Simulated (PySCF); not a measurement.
As₂, optimised at GFN2-xTB:

```xyz
2

As     0.0030    -0.7718     0.7076
As    -0.0030     0.7718    -0.7076
```

Energies from PySCF (xtb for GFN2), thermal terms from the rigid-rotor harmonic-oscillator model, ideal gas at 1 bar. 6-31G* has spherical d functions here. All species are closed-shell singlets. B3LYP is the form with VWN-RPA correlation. As: all electrons, no relativistic terms.

### Question
List the harmonic frequencies (cm⁻¹, unscaled) at this level and at the other levels, each on its own geometry.

### Answer
- GFN2-xTB: 503
- B3LYP/6-31G*: 448
- HF/6-31G*: 515
- PBE/def2-SVP: 438
- PBE0/def2-TZVP: 467
